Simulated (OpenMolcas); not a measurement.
**V3+: ligand-field states by method**

V3+ with 6 ligands (chloride) in octahedral coordination (Oh) at 2.4 Å. A charge of +0.5 e stands 2.4 Å behind each ligand. Ligand basis ANO-RCC-VTZP.
```
V     0.0000    0.0000    0.0000
Cl    2.4000    0.0000    0.0000
Cl    0.0000    2.4000    0.0000
Cl   -2.4000    0.0000    0.0000
Cl    0.0000   -2.4000    0.0000
Cl    0.0000    0.0000    2.4000
Cl    0.0000    0.0000   -2.4000
```

```
Program             : OpenMolcas
Basis               : ANO-RCC-VTZP [6s5p3d2f1g]
Scalar Hamiltonian  : DKH2, point nucleus
Active space        : 2 electrons in 5 orbitals (3d)
State averaging     : 2S+1 = 3 even, 10 roots; 2S+1 = 1 even, 15 roots
Spin-orbit coupling : RASSI with atomic mean-field integrals over the reference wave functions
```

I. CASSCF
II. SS-CASPT2, IPEA 0.25 Eh, imaginary shift 0.1 Eh (closed shells correlated: 3s 3p and the ligand valence shells)
III. SS-CASPT2, IPEA 0.25 Eh, imaginary shift 0.2 Eh (closed shells correlated: 3s 3p and the ligand valence shells)

Spin-free states (labels of O, the rotations of Oh) in cm-1, each column counted from its own energy of the first state listed:

| State | Degeneracy | I | II | III |
| --- | --- | --- | --- | --- |
| 3T1 | 3 | 0 | 0 | 0 |
| 3T2 | 3 | 9003 | 11090 | 11090 |
| 1T2 | 3 | 13652 | 9300 | 9300 |
| 1E | 2 | 14213 | 10140 | 10140 |
| 3A2 | 1 | 19428 | 23200 | 23200 |
| 3T1 | 3 | 21950 | 20380 | 20380 |
| 1T2 | 3 | 24387 | 21660 | 21660 |
| 1A1 | 1 | 26152 | 20090 | 20110 |
| 1T1 | 3 | 27034 | 24630 | 24630 |
| 1E | 2 | 33943 | 33230 | 33230 |
| 1A1 | 1 | 54720 | 46200 | 46280 |

From I to II, I's first state of the same spin (3T2) moves from 9003 to 11090 cm-1, by about +2100 cm-1.

From I to II, I's first state of another spin (1T2) moves from 13652 to 9300 cm-1, by about -4300 cm-1.

I: A least-squares ligand-field fit to the states below 45000 cm-1, each weighted by its degeneracy and with a free common offset, gives 10Dq = 9944 cm-1, B = 940 cm-1 and C = 3520 cm-1 (C/B = 3.74), with an rms deviation of 226 cm-1. The same method and metal basis give the free ion B = 1080 cm-1 (fit to its terms below 60000 cm-1, rms deviation 55 cm-1), so the nephelauxetic ratio is β = 940 / 1080 = 0.87; it hangs on how both fits weigh the states, and computed free-ion B values tend to be too large, so β mixes covalency with correlation.

II: A least-squares ligand-field fit to the states below 45000 cm-1, each weighted by its degeneracy and with a free common offset, gives 10Dq = 11985 cm-1, B = 716 cm-1 and C = 2346 cm-1 (C/B = 3.28), with an rms deviation of 256 cm-1. The same method and metal basis give the free ion B = 978 cm-1 (fit to its terms below 60000 cm-1, rms deviation 640 cm-1), so the nephelauxetic ratio is β = 716 / 978 = 0.73; it hangs on how both fits weigh the states, and computed free-ion B values tend to be too large, so β mixes covalency with correlation.

III: A least-squares ligand-field fit to the states below 45000 cm-1, each weighted by its degeneracy and with a free common offset, gives 10Dq = 11985 cm-1, B = 716 cm-1 and C = 2346 cm-1 (C/B = 3.27), with an rms deviation of 256 cm-1. 

From I to II, 10Dq changes by +21 %, B by -24 % and C by -33 %.

χT at 300 K: I 0.91, II 0.90, III 0.90 cm3 K/mol.

Roots that are degenerate in the reference are averaged as groups; the widest CASPT2 spread within a group is 110 cm-1 (the 3-fold group of multiplicity 3 near 11100 cm-1 above the lowest state of its run, II). Shifts and gaps below about the spread of the groups concerned are not significant. Over all roots computed the reference weight is 0.62 to 0.64 in II, 0.63 to 0.64 in III; a low but even weight reflects the number of correlated electrons. An orbital triplet at a regular site is open to Jahn-Teller coupling, which can distort the site and quench the lowest spin-orbit gaps and is left out. The least metal-like active orbital is 85 % on the metal (Löwdin) and no ligand orbital is active, so the numbers are rough. Ligand-to-metal charge-transfer states are missing. With no ligand orbital active B as a rule stays too high, so bands that hang on it stand too high and its fall with covalency is understated. Without dynamic correlation the repulsion within the d shell is too large (B by tens of per cent), so at a given field states of lower spin stand too high (holds for I). With metal d orbitals alone and no dynamic correlation the field as a rule comes out too small, by tens of per cent, by up to half for chloride and softer ligands (holds for I). With one d shell and no ligand orbital active, 10Dq can be off by a tenth or more (holds for II; III). No measured value stands beside these numbers; the geometry is a model, was not optimised and need not be the one that this ion takes.
